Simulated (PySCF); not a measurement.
Here is a job for PySCF.
```python
from pyscf import gto, scf, dft

mol = gto.Mole()
mol.atom = '''
    Si    0.39181437   -0.82213944    0.27548907
    P     1.71148015    0.20682299   -1.23753503
    N    -0.95548780    0.23407505    0.53711660
    C    -1.30892031    1.26419188   -0.34561223
    C    -1.92321765   -0.26863983    1.46552073
    H     0.07384914   -2.14742996   -0.39159485
    H     0.93823003   -1.16136245    1.57075234
    H     2.27188715    1.14876377   -0.24520870
    H     2.73249694   -0.67536039   -0.98056732
    H    -2.22621829    0.97352061   -0.93079869
    H    -0.47826065    1.48784348   -1.02688844
    H    -1.60606868    2.08451272    0.24063069
    H    -2.40515647    0.66199291    2.01583240
    H    -2.82756976   -0.67059490    0.93718079
    H    -1.61223591   -0.91011219    2.13987047
'''
mol.basis = 'sto-3g'
mol.verbose = 4
mol.build()

mf = dft.RKS(mol)
mf.xc = 'pbe'
mf.kernel()
g = mf.nuc_grad_method()
grad = g.kernel()
```

Problem. What does this run give for the dipole moment, total energy, HOMO-LUMO gap, HOMO energy, nuclear repulsion energy, Mulliken (on the basis functions themselves) charges in atom order?

Solution. 
| Property | Value |
|---|---|
| dipole moment | 0.50 D |
| total energy | -758.3810 Eh |
| HOMO-LUMO gap | 6.23 eV |
| HOMO energy | -1.52 eV |
| nuclear repulsion energy | 304.2363 Eh |
| Mulliken (on the basis functions themselves) charges in atom order | Si1 0.54, P2 0.13, N3 -0.39, C4 -0.17, C5 -0.18, H6 -0.13, H7 -0.12, H8 -0.08, H9 -0.08, H10 0.06, H11 0.09, H12 0.09, H13 0.06, H14 0.06, H15 0.11 |
